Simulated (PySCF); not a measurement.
Molecule: SMILES CS[Si@H](P)S[SiH3], CH9PS2Si2.

Geometry (Å), atoms numbered from 1 in this order:
```xyz
15

C     2.8042    1.0270   -0.1630
S     2.2248   -0.6947   -0.2350
Si    0.2763   -0.4956    0.6377
P    -0.9900   -2.3185    0.3342
S    -0.6515    1.2868   -0.1461
Si   -2.7533    0.8150   -0.1197
H     2.0580    1.6724   -0.6137
H     3.7308    1.0641   -0.7250
H     2.9785    1.3066    0.8705
H     0.4234   -0.2711    2.0764
H    -0.7391   -2.4268   -1.0220
H     0.0275   -3.1956    0.6469
H    -3.3408    2.1091   -0.4170
H    -2.9917   -0.1864   -1.1504
H    -3.0615    0.3158    1.2129
```

Frames of a GFN2-xTB Langevin trajectory at 200 K; GIAO PBE0/pcSseg-1 shieldings in PySCF 2.14, gas phase, non-relativistic; equivalent atoms averaged within each frame.

Shifts are taken against calculated references (same method and geometry level): ¹³C (186.93 ppm) and ²⁹Si (349.16 ppm) and ¹H (31.72 ppm) vs TMS; CS2 for ³³S (503.73 ppm); H3PO4 for ³¹P (318.38 ppm). The references are static minima.

**Question.** How do the shifts (ppm) fluctuate along the trajectory?

**Answer.** 
```csv
time (fs),C1,S2,S5,Si3,Si6,P4,H10,H13/H14/H15,H7/H8/H9,H11/H12
optimised geometry,14.6,-137,-305,16.2,-60.6,-282.2,6.03,4.73,2.24,1.38
250,12.5,-143,-293,25.9,-56.7,-264.1,5.57,5.30,2.23,1.38
425,18.1,-104,-284,32.1,-58.4,-268.4,6.48,4.96,2.36,1.80
625,15.5,-153,-299,7.6,-52.9,-289.8,6.55,4.77,2.82,1.19
800,22.0,-93,-282,19.0,-51.8,-290.5,6.19,5.54,3.05,0.99
1000,15.2,-149,-296,3.4,-56.0,-290.9,5.91,4.86,2.55,1.39
mean of frames,16.7,-128,-291,17.6,-55.2,-280.8,6.14,5.09,2.60,1.35
standard deviation,3.6,28,7,12.0,2.7,13.3,0.41,0.32,0.33,0.30
```

5 frames give an uncertainty of the mean of about the standard deviation over 2.2 at best, since frames this close in time may not be independent; classical motion lacks zero-point vibration, and the reference would need the same averaging.
